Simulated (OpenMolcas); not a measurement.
**Fe I: effect of the basis set**

| Property | Result |
| --- | --- |
| Program | OpenMolcas |
| Method | CASSCF |
| Active space | 6 electrons in 5 orbitals (3d) |
| State averaging | 2S+1 = 5 even, 5 roots; 2S+1 = 3 even, 45 roots; 2S+1 = 1 even, 50 roots (35 in the spin-orbit step) |
| Spin-orbit coupling | state interaction with AMFI integrals over the reference wave functions, term energies averaged over their components |

A. ANO-R1 [5s4p2d1f], X2C, finite nucleus; cost of the order of 13 core-seconds
B. ANO-RCC-VTZP [6s5p3d2f1g], DKH2, point nucleus; cost roughly 21 core-seconds
C. ANO-L-VTZP [6s5p3d2f1g], non-relativistic, point nucleus; cost about 29 core-seconds
D. ANO-R2 [6s5p4d2f1g], X2C, finite nucleus; cost roughly 23 core-seconds
E. ANO-RCC-VQZP [7s6p4d3f2g1h], DKH2, point nucleus; cost of the order of 28 core-seconds
F. ANO-R3 [7s5p5d3f2g1h], X2C, finite nucleus; cost about 16 core-seconds

Energies in cm⁻¹ above 3d⁶ 4s² ⁵D₄, the measured ground level; measured values from NIST Handbook of Basic Atomic Spectroscopic Data.

```tsv
Level	A	B	C	D	E	F	Measured
3d⁶ 4s² ⁵D₄	0.0	0.0	0.0	0.0	0.0	0.0	0.0
3d⁶ 4s² ⁵D₃	425	425	432	424	424	425	416
3d⁶ 4s² ⁵D₂	728	728	740	726	725	727	704
3d⁶ 4s² ⁵D₁	924	924	939	922	921	923	888
3d⁶ 4s² ⁵D₀	1021	1020	1037	1018	1017	1019	978
3d⁶ 4s² ³H₆	21897	21874	22010	21903	21897	21903	19390
3d⁶ 4s² ³H₅	22120	22098	22237	22127	22121	22127	19621
3d⁶ 4s² ³H₄	22291	22269	22411	22298	22292	22299	19788
3d⁶ 4s² ³P₂(1)	23972	23940	24087	23969	23964	23969	18378
3d⁶ 4s² ³F₄(1)	25087	25054	25210	25084	25077	25084	20641
3d⁶ 4s² ³P₁(1)	25209	25181	25348	25210	25203	25212	19552
3d⁶ 4s² ³F₃(1)	25318	25286	25446	25316	25309	25317	20874
3d⁶ 4s² ³F₂(1)	25490	25459	25622	25489	25482	25490	21039
3d⁶ 4s² ³P₀(1)	25741	25713	25887	25742	25735	25744	20038
3d⁶ 4s² ³G₅	27670	27633	27807	27665	27656	27665	23784
3d⁶ 4s² ³G₄	28063	28027	28207	28058	28049	28059	24119
3d⁶ 4s² ³G₃	28242	28207	28389	28238	28229	28239	24339
3d⁶ 4s² ¹I₆	32947	32906	33115	32943	32934	32944	29313
3d⁶ 4s² ¹G₄	34737	34688	34911	34723	34714	34724	29799
3d⁶ 4s² ³D₁	35826	35770	35995	35804	35792	35804	29320
3d⁶ 4s² ³D₂	35860	35803	36028	35838	35825	35837	29357
3d⁶ 4s² ³D₃	35973	35916	36143	35951	35938	35951	29372
3d⁶ 4s² ¹S₀	40386	40315	40575	40348	40336	40348	
3d⁶ 4s² ¹D₂	43283	43203	43480	43238	43224	43238	34637
```

Deviations, from unrounded energies. A percentage is the sum of absolute deviations over the sum of measured energies, with the sign that they share, or ± where signs differ.

```
                        Against measurement  Levels      A      B      C      D      E      F
             mean absolute deviation (cm-1)      22   3900   3900   4100   3900   3900   3900
      fine structure of the ground term (%)       4   +3.8   +3.7   +5.4   +3.5   +3.4   +3.6
other terms of the ground configuration (%)      18  +19.9  +19.8  +20.5  +19.9  +19.9  +19.9
```

A, B, C, D, E, F lie about equally close to measurement. The largest miss of B in the table is 3d⁶ 4s² ¹D₂, by +8600 cm-1. The ranking rests on the paired levels alone, and a cruder setting can come out closer through cancelling errors.

Among A to F the level of the table that moves most is 3d⁶ 4s² ¹D₂, by 280 cm-1 (lowest in B, highest in C).

Some high roots are left out of the spin-orbit mixing, which shifts the levels that they would mix with. Without dynamic correlation excited terms often stand tens of per cent too high (terms of higher spin than the ground term too low), and those without a measured partner can miss by more than the paired ones. With the s shell closed, the reference lacks s² → p², s² → d² and s → d mixing, so excited terms can stand far too high and out of order, with CASPT2 too. Computed and measured levels are paired by configuration, term and J; levels that our copy of the source lacks, or whose pairing is in doubt (as where it misses far off the trend of its configuration), stay unpaired and out of the deviations. Only configurations of the active space appear. Levels that lie high or do not pair safely by name in every column are left out.

A number in round brackets counts repeated terms of one configuration in the order of the reference energies.
